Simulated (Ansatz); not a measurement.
Two structures of GeSiH4F2, singlet, reached by relaxing down either side of one saddle point (PBE0-D4/def2-TZVP). Energies are electronic, without zero-point energy. Program: Ansatz 0.2.0. Basis: def2-TZVPP and def2-QZVPP. Cores are frozen in the correlated methods. Filled d shells of the heavier atoms are correlated. The def2 sets are not built for correlating such inner shells, so the correlated values are less sure here. Extrapolation: Hartree–Fock as exp(−7.88 √X), correlation as X^−2.97. First:

```tsv
atom	x (Å)	y (Å)	z (Å)
Si1	-0.8529	-0.8712	0.3173
Ge2	0.7572	0.7368	-0.4014
H3	1.2337	0.8316	-1.8594
F4	0.1758	2.3165	0.0201
F5	2.1875	0.5444	0.5621
H6	-1.0724	-0.6869	1.7712
H7	-2.1086	-0.6453	-0.4402
H8	-0.3201	-2.2261	0.0303
```

Second:

```xyz
8
angstrom
Si -0.8566 -0.8762 -0.0669
Ge 1.0699 1.9449 0.5176
H -0.8287 0.6054 0.2017
F 1.3945 1.8233 -1.1994
F 1.8672 0.4483 0.9829
H -0.6182 -1.5702 1.2186
H -2.2120 -1.1860 -0.5859
H 0.1840 -1.1896 -1.0685
```

**Question.** Which bonds change from the first to the second?

**Answer.** GeSiH₄F₂ ([F][GeH]([F])[SiH3]) → GeF₂ + SiH₄; bonds formed: Si1–H3; bonds broken: Si1–Ge2, Ge2–H3.

**Question.** Give the saddle point's structure and its height above each. (An estimate is asked for; the value comes from the calculation.)

**Answer.** The calculation gives: 201.1 kJ/mol above the first and 168.1 kJ/mol above the second (CCSD(T) at an estimated basis limit (MP2 extrapolated from triple and quadruple zeta, plus CCSD(T) − MP2 in triple zeta)).
Si1  (-0.774, -0.826, 0.184)
Ge2  (0.767, 0.987, 0.380)
H3  (0.297, 0.025, -1.031)
F4  (0.484, 2.529, -0.358)
F5  (2.474, 0.784, 0.167)
H6  (-1.344, -1.057, 1.546)
H7  (-1.887, -0.402, -0.695)
H8  (-0.018, -2.041, -0.192)
(Å)

T1 diagnostic: at most 0.015.

Losses and insertions of silylenes and their heavier kin drive the gas-phase chemistry of silicon and germanium vapour deposition.

Labels in which every atom is bracketed show which atoms are joined, not bond orders.

For scale, one of the runs: CCSD(T)/def2-TZVPP, 208 basis functions, launched by `ansatz run in.yaml --threads 4 --pin off --events-out ev --progress --plain --max-ram 9574MiB`. Time: 110 s of wall clock on 4 CPU threads of an Arm Neoverse V1; the host was shared. Peak host memory: 2.9 GiB.
